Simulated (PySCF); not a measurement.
## `COC(=O)[C@H](C)O`, C$_{4}$H$_{8}$O$_{3}$

Molfile (atoms numbered from 1):
```
C4H8O3
     RDKit          3D

 15 14  0  0  0  0  0  0  0  0999 V2000
    2.4044   -0.5090   -0.4010 C   0  0  0  0  0  0  0  0  0  0  0  0
    1.1006   -0.6217    0.1614 O   0  0  0  0  0  0  0  0  0  0  0  0
    0.3581    0.4792    0.1604 C   0  0  0  0  0  0  0  0  0  0  0  0
    0.7086    1.5484   -0.2727 O   0  0  0  0  0  0  0  0  0  0  0  0
   -1.0360    0.2452    0.7261 C   0  0  2  0  0  0  0  0  0  0  0  0
   -1.8282   -0.5988   -0.2847 C   0  0  0  0  0  0  0  0  0  0  0  0
   -1.6520    1.4767    0.9792 O   0  0  0  0  0  0  0  0  0  0  0  0
    2.3575   -0.0034   -1.3673 H   0  0  0  0  0  0  0  0  0  0  0  0
    3.0525    0.0630    0.2658 H   0  0  0  0  0  0  0  0  0  0  0  0
    2.7759   -1.5242   -0.5140 H   0  0  0  0  0  0  0  0  0  0  0  0
   -0.9608   -0.2974    1.6755 H   0  0  0  0  0  0  0  0  0  0  0  0
   -2.8429   -0.7290    0.0805 H   0  0  0  0  0  0  0  0  0  0  0  0
   -1.8662   -0.0915   -1.2464 H   0  0  0  0  0  0  0  0  0  0  0  0
   -1.3585   -1.5704   -0.4059 H   0  0  0  0  0  0  0  0  0  0  0  0
   -1.2174    2.1408    0.4212 H   0  0  0  0  0  0  0  0  0  0  0  0
  1  2  1  0
  2  3  1  0
  3  4  2  0
  3  5  1  0
  5  6  1  0
  5  7  1  0
  1  8  1  0
  1  9  1  0
  1 10  1  0
  5 11  1  1
  6 12  1  0
  6 13  1  0
  6 14  1  0
  7 15  1  0
M  END
```

The calculation used GIAO B3LYP/pcSseg-1 magnetisability, rotational g tensor and spin-rotation constants, non-relativistic, gas phase (PySCF 2.14.0). Geometry: GFN2-xTB.

(1) Give the nuclear spin-rotation constants along the inertial axes (H = +C I·J) beside the isotropic shieldings.

(2) How do the rotational constants and the g tensor change when H8, H9, H10, H11, H12, H13, H14, H15 are replaced by deuterium?

Results:

(1) Rotational constants 4.9139, 1.8521, 1.5071 GHz. A star marks the isotopologue with that one atom substituted, in its own axes.
```tsv
atom	isotope	Caa (kHz)	Cbb (kHz)	Ccc (kHz)	mean (kHz)	σ (ppm)
H8	1H	-0.472	-0.171	0.057	-0.195	27.5
H9	1H	-0.430	-0.035	-0.080	-0.182	28.0
H10	1H	-0.265	-0.004	-0.158	-0.142	28.0
H11	1H	-0.480	-0.168	0.063	-0.195	27.5
H12	1H	0.081	-0.182	-0.166	-0.089	30.1
H13	1H	-0.590	-0.195	0.030	-0.251	30.8
H14	1H	-0.288	-0.049	-0.174	-0.170	30.6
H15	1H	-0.474	-0.074	-0.114	-0.221	29.2
C1	13C*	0.790	0.420	0.328	0.513	126.9
O2	17O*	-1.228	-0.388	-0.211	-0.609	152.5
C3	13C*	2.706	0.688	0.448	1.280	-6.0
O4	17O*	-2.458	-0.967	-0.202	-1.209	-74.8
C5	13C*	1.066	0.437	0.361	0.621	109.4
C6	13C*	0.832	0.275	0.251	0.453	155.2
O7	17O*	-0.465	-0.132	-0.149	-0.249	288.7
```
For the geometry as given, no vibrational averaging.

(2) Constants 4.1270, 1.5914, 1.3063 GHz; g -0.0281, -0.0103, -0.0060, against -0.0331, -0.0123, -0.0065 before.
